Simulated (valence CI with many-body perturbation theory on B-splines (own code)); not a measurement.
**E1 transitions of Yb³⁷⁺**

Computed by configuration interaction combined with many-body perturbation theory (CI+MBPT): five valence electrons over a frozen Dirac-Fock core [Ar] 3d10, radial functions for each j: 9 s, 9 p, 8 d, 6 f, 3 g, 1 h, with the one-electron correlation potential Σ1, the two-electron term Σ2, the three-electron term Σ3, Breit, model QED; selected CI, second order for the rest (own B-spline code, finite nucleus).

No measured spectrum was set against this ion. As an estimate, large intervals hold to a few tenths of a per cent, small ones and those within an open d or f shell to about a per cent. Among the levels kept, up to 300 cm⁻¹ of a level comes from second order outside the variational space, and about a tenth of that is noise between levels of different J, which matters for small intervals.

Lines 101 to 150 of 226 in falling wavelength, among levels below 2597500 cm⁻¹, chosen from the strongest by gf and those to the six lowest levels. Wavelengths and rates use the calculated energies. Electric multipoles are in the length gauge, E1 and E2 with the static RPA response of the core. Weak lines are less certain than strong ones. Lines between different terms over intervals too small for the method are left out, as are lines whose strength nearly cancels. The highest levels of a list are the least certain.

Levels are named by their leading jj configuration (3d3/2^4 stands for four electrons in 3d with j = 3/2), which in mixed levels can hold well under half, so a name can repeat and another be missing. Letters in brackets count levels of one name in rising energy.

```tsv
λ vac (Å)	Upper	Lower	A (s⁻¹)	log gf	Branch %
97.03	(4s^2 4p1/2 4p3/2 4d3/2) J=3/2 [a]	(4s^2 4p1/2 4p3/2^2) J=1/2	6.53e+08	-2.43	2.0
96.65	(4s^2 4p1/2 4p3/2 4d3/2) J=1/2 [a]	(4s^2 4p1/2 4p3/2^2) J=1/2	4.38e+08	-2.91	6.3
96.52	(4s 4p1/2^2 4p3/2 4d3/2) J=7/2	(4s^2 4p1/2^2 4d5/2) J=5/2	1.37e+09	-1.82	9.8
93.82	(4s 4p1/2^2 4p3/2 4d3/2) J=3/2 [b]	(4s 4p1/2^2 4p3/2^2) J=3/2	6.97e+09	-1.43	4.4
92.46	(4s^2 4p1/2 4p3/2 4d3/2) J=3/2 [a]	(4s^2 4p1/2 4p3/2^2) J=5/2	2.44e+09	-1.90	7.6
92.37	(4s^2 4p1/2 4p3/2 4d3/2) J=5/2 [a]	(4s^2 4p1/2 4p3/2^2) J=5/2	3.44e+09	-1.58	62.2
92.12	(4s 4p1/2^2 4p3/2 4d3/2) J=5/2 [b]	(4s 4p1/2^2 4p3/2^2) J=3/2	7.78e+09	-1.23	10.0
89.78	(4s 4p1/2 4p3/2^3) J=3/2 [a]	(4s^2 4p1/2 4p3/2^2) J=1/2	4.21e+08	-2.69	3.5
89.12	(4s^2 4p1/2 4p3/2 4d3/2) J=3/2 [a]	(4s^2 4p1/2 4p3/2^2) J=3/2	1.17e+09	-2.25	3.6
89.04	(4s^2 4p1/2 4p3/2 4d3/2) J=7/2	(4s^2 4p1/2 4p3/2^2) J=5/2	2.82e+07	-3.57	99.8
89.03	(4s^2 4p1/2 4p3/2 4d3/2) J=5/2 [a]	(4s^2 4p1/2 4p3/2^2) J=3/2	1.34e+08	-3.02	2.4
89.02	(4s^2 4p1/2^2 4d3/2) J=3/2	(4s^2 4p1/2^2 4p3/2) J=3/2	4.16e+09	-1.70	88.8
88.80	(4s^2 4p1/2 4p3/2 4d3/2) J=1/2 [a]	(4s^2 4p1/2 4p3/2^2) J=3/2	1.32e+09	-2.51	19.0
88.15	(4s 4p1/2^2 4p3/2 4d3/2) J=5/2 [a]	(4s 4p1/2^2 4p3/2^2) J=5/2	6.12e+09	-1.37	21.7
87.69	(4s 4p1/2^2 4p3/2 4d3/2) J=3/2 [a]	(4s 4p1/2^2 4p3/2^2) J=5/2	1.38e+10	-1.20	31.4
86.56	(4s 4p1/2^2 4p3/2 4d3/2) J=1/2 [b]	(4s 4p1/2^2 4p3/2^2) J=1/2	1.22e+10	-1.56	3.7
85.86	(4s 4p1/2 4p3/2^3) J=3/2 [a]	(4s^2 4p1/2 4p3/2^2) J=5/2	7.11e+07	-3.50	0.6
85.55	(4s^2 4p3/2^2 4d3/2) J=1/2	(4s^2 4p3/2^3) J=3/2	1.76e+08	-3.41	0.0
85.46	(4s^2 4p3/2^2 4d3/2) J=3/2 [a]	(4s^2 4p3/2^3) J=3/2	1.22e+08	-3.27	0.0
85.02	(4s^2 4p3/2^2 4d3/2) J=5/2	(4s^2 4p3/2^3) J=3/2	2.22e+09	-1.84	0.2
84.37	(4s^2 4p1/2 4p3/2 4d3/2) J=3/2 [b]	(4s^2 4p1/2 4p3/2^2) J=1/2	8.04e+07	-3.46	0.0
84.25	(4s^2 4p1/2 4p3/2 4d3/2) J=1/2 [b]	(4s^2 4p1/2 4p3/2^2) J=1/2	1.82e+09	-2.41	0.2
83.73	(4s^2 4p3/2^2 4d5/2) J=1/2	(4s^2 4p3/2^3) J=3/2	1.26e+09	-2.58	13.4
83.14	(4s 4p1/2^2 4p3/2^2) J=5/2	(4s^2 4p1/2^2 4p3/2) J=3/2	1.35e+08	-3.08	1.2
83.10	(4s^2 4p1/2 4p3/2 4d5/2) J=7/2 [a]	(4s^2 4p1/2 4p3/2^2) J=5/2	5.66e+08	-2.33	99.7
82.97	(4s 4p1/2 4p3/2^3) J=3/2 [a]	(4s^2 4p1/2 4p3/2^2) J=3/2	4.03e+09	-1.78	33.6
82.91	(4s^2 4p1/2 4p3/2 4d5/2) J=5/2 [a]	(4s^2 4p1/2 4p3/2^2) J=5/2	7.49e+06	-4.33	0.1
82.41	(4s 4p1/2^2 4p3/2 4d5/2) J=7/2 [a]	(4s^2 4p1/2^2 4d5/2) J=5/2	1.87e+10	-0.82	9.0
82.38	(4s 4p1/2^2 4p3/2 4d3/2) J=5/2 [a]	(4s^2 4p1/2^2 4d3/2) J=3/2	2.77e+08	-2.77	1.0
81.98	(4s 4p1/2^2 4p3/2 4d3/2) J=3/2 [a]	(4s^2 4p1/2^2 4d3/2) J=3/2	3.11e+09	-1.90	7.1
81.97	(4s 4p1/2^2 4p3/2 4d3/2) J=1/2 [a]	(4s^2 4p1/2^2 4d3/2) J=3/2	8.59e+08	-2.76	3.6
81.67	(4s 4p1/2^2 4p3/2 4d3/2) J=3/2 [b]	(4s 4p1/2^2 4p3/2^2) J=5/2	8.18e+09	-1.49	5.1
81.34	(4s^2 4p1/2 4p3/2 4d3/2) J=5/2 [b]	(4s^2 4p1/2 4p3/2^2) J=5/2	1.16e+09	-2.16	0.1
81.07	(4s^2 4p1/2^2 4f5/2) J=5/2	(4s 4p1/2^2 4p3/2^2) J=3/2	9.02e+09	-1.27	1.9
80.89	(4s^2 4p1/2 4p3/2 4d3/2) J=3/2 [b]	(4s^2 4p1/2 4p3/2^2) J=5/2	1.72e+09	-2.17	0.1
80.38	(4s 4p1/2^2 4p3/2 4d3/2) J=5/2 [b]	(4s 4p1/2^2 4p3/2^2) J=5/2	1.03e+10	-1.22	13.2
80.21	(4s^2 4p1/2 4p3/2 4d5/2) J=5/2 [a]	(4s^2 4p1/2 4p3/2^2) J=3/2	1.23e+09	-2.15	21.2
79.77	(4s^2 4p3/2^2 4d3/2) J=3/2 [b]	(4s^2 4p3/2^3) J=3/2	6.02e+09	-1.64	0.6
79.58	(4s^2 4p1/2 4p3/2 4d5/2) J=3/2 [a]	(4s^2 4p1/2 4p3/2^2) J=1/2	1.45e+09	-2.26	0.5
79.10	(4s 4p1/2^2 4p3/2 4d5/2) J=7/2 [b]	(4s^2 4p1/2^2 4d5/2) J=5/2	1.19e+10	-1.05	13.4
78.75	(4s^2 4p1/2 4p3/2 4d3/2) J=5/2 [b]	(4s^2 4p1/2 4p3/2^2) J=3/2	1.95e+10	-0.96	1.8
78.66	(4s^2 4p1/2^2 4f5/2) J=5/2	(4s^2 4p1/2^2 4d5/2) J=5/2	7.49e+09	-1.38	1.6
78.32	(4s^2 4p1/2 4p3/2 4d3/2) J=3/2 [b]	(4s^2 4p1/2 4p3/2^2) J=3/2	5.63e+08	-2.68	0.0
78.22	(4s^2 4p1/2 4p3/2 4d3/2) J=1/2 [b]	(4s^2 4p1/2 4p3/2^2) J=3/2	1.94e+09	-2.45	0.2
78.12	(4s^2 4p1/2 4p3/2 4d5/2) J=1/2 [a]	(4s^2 4p1/2 4p3/2^2) J=1/2	1.37e+10	-1.60	3.2
76.70	(4s 4p1/2^2 4p3/2 4d3/2) J=3/2 [b]	(4s^2 4p1/2^2 4d3/2) J=3/2	1.22e+11	-0.37	76.1
76.48	(4s^2 4p1/2 4p3/2 4d5/2) J=3/2 [a]	(4s^2 4p1/2 4p3/2^2) J=5/2	1.78e+10	-1.20	5.6
76.26	(4s^2 4p3/2^2 4d5/2) J=5/2 [a]	(4s^2 4p3/2^3) J=3/2	4.89e+06	-4.59	0.3
76.19	(4s 4p1/2^2 4p3/2 4d5/2) J=5/2	(4s 4p1/2^2 4p3/2^2) J=5/2	1.57e+11	-0.09	87.6
76.03	(4s^2 4p1/2 4p3/2 4d5/2) J=3/2 [b]	(4s^2 4p1/2 4p3/2^2) J=1/2	7.84e+10	-0.57	18.0
```

(1) How does gf follow from A for the line at 84.25 Å?

## Answers

(1) gf = 1.4992 × (2J+1)_upper × A / σ², with σ = 1186943 cm⁻¹ and 2J+1 = 2: gf = 0.00388.
